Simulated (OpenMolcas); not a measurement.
# CHFGaN (SMILES N#[C][GaH][F]): the vertical ionisation energy, rung by rung

CHFGaN: 5 atoms, total charge 0, spin state singlet. SMILES: `N#[C][GaH][F]`. The coordinates come from a PBE0-D4/def2-TZVP relaxation.

| atom | x (Å) | y (Å) | z (Å) |
| --- | --- | --- | --- |
| N | 1.2140 | -1.6572 | 1.2660 |
| C | 0.6410 | -0.8647 | 0.6563 |
| Ga | -0.2597 | 0.5190 | -0.3455 |
| F | -1.7247 | -0.0535 | -1.0926 |
| H | 0.1792 | 1.9827 | -0.5256 |

Quantity: the vertical ionisation energy (to the doublet cation), in eV. The values are calculated.

```json
{"level": "HF/cc-pVDZ", "kind": "Hartree–Fock", "program": "OpenMolcas", "value (eV)": "11.49", "less CCSD(T)/cc-pVDZ": "-1.32", "CPU time (all runs)": "31 s"}
{"level": "BLYP/cc-pVDZ", "kind": "GGA", "program": "OpenMolcas", "value (eV)": "11.50", "less CCSD(T)/cc-pVDZ": "-1.31", "CPU time (all runs)": "2.6 min"}
{"level": "M06-L/cc-pVDZ", "kind": "meta-GGA", "program": "OpenMolcas", "value (eV)": "11.87", "less CCSD(T)/cc-pVDZ": "-0.94", "CPU time (all runs)": "2.4 min"}
{"level": "TPSS/cc-pVDZ", "kind": "meta-GGA", "program": "OpenMolcas", "value (eV)": "11.71", "less CCSD(T)/cc-pVDZ": "-1.10", "CPU time (all runs)": "2.7 min"}
{"level": "r2SCAN/cc-pVDZ", "kind": "meta-GGA", "program": "OpenMolcas", "value (eV)": "11.96", "less CCSD(T)/cc-pVDZ": "-0.85", "CPU time (all runs)": "2.2 min"}
{"level": "M06-2X/cc-pVDZ", "kind": "hybrid meta-GGA", "program": "OpenMolcas", "value (eV)": "12.79", "less CCSD(T)/cc-pVDZ": "-0.02", "CPU time (all runs)": "2.7 min"}
{"level": "PBE0/cc-pVDZ", "kind": "global hybrid", "program": "OpenMolcas", "value (eV)": "12.31", "less CCSD(T)/cc-pVDZ": "-0.50", "CPU time (all runs)": "1.7 min"}
{"level": "CCSD(T)/cc-pVDZ, open shells restricted", "kind": "coupled cluster or CI", "program": "OpenMolcas", "value (eV)": "12.81", "less CCSD(T)/cc-pVDZ": "0.00", "CPU time (all runs)": "3 min"}
```

Differences are taken from CCSD(T)/cc-pVDZ, open shells restricted for orientation; it has basis-set and higher-order errors of its own. All-electron rows without a relativistic Hamiltonian named are non-relativistic. The values span 11.49 to 12.81 eV. In the correlated wave-function rows the outer d shell of Ga is correlated, in sets not made for it. CPU times are rough (shared hosts, several kinds of processor and program).
